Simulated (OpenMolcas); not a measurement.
Au3+: moving or changing the point charges

Au3+ among 3 point charges of -1.5 e arranged as a planar triangle (D3h), 2.13 Å from the ion.

* Program: OpenMolcas 26.06
* Method: CASSCF
* Basis: ANO-RCC-VDZP [7s6p4d2f]
* Scalar Hamiltonian: DKH2, point nucleus
* Active space: 8 electrons in 5 orbitals (5d)
* State averaging: 2S+1 = 3 even, 10 roots; 2S+1 = 1 even, 15 roots
* Spin-orbit coupling: RASSI with atomic mean-field integrals over the reference wave functions

Runs around this geometry, states (labels of D3, the rotations of D3h). Energies in cm-1 above the lowest state or level, χT in cm3 K/mol.

```csv
R (Å),q (e),Ground state,First state of that spin,First gap with spin-orbit (degeneracies),χT at 300 K,First state of another spin
2.13,-1.2,3A1,3A2 10.2,"1292 (2, 1)",3.298,1A1 11173
1.92,-1.5,3A2,3A1 1465,"726.0 (2, 1)",3.097,1E 9818
2.13,-1.5,3A1,3A2 15.3,"1815 (2, 1)",3.217,1A1 10557
2.27,-1.5,3A1,3A2 9.8,"1483 (2, 1)",3.268,1A1 11154
```

The ground state changes within this set.

Without dynamic correlation the repulsion within the d shell is too large (B by tens of per cent), so at a given field states of lower spin stand too high. Real 4d8 and 5d8 ions are as a rule square planar and diamagnetic. The ground term spreads over less than 5000 cm-1, several times less than with real ligands, so orbital moments are less quenched and χT lies further from the spin-only value than at real sites. Spin-orbit coupling mixes the spin-free states strongly: the lowest level takes only 47 % from its leading state, 3A1 (figures for R = 2.13, q = -1.2; the like holds for R = 1.92, q = -1.5, R = 2.13, q = -1.5, R = 2.27, q = -1.5). Point charges carry no covalency, so the field is a model and not that of real ligands. No measured value stands beside these numbers.
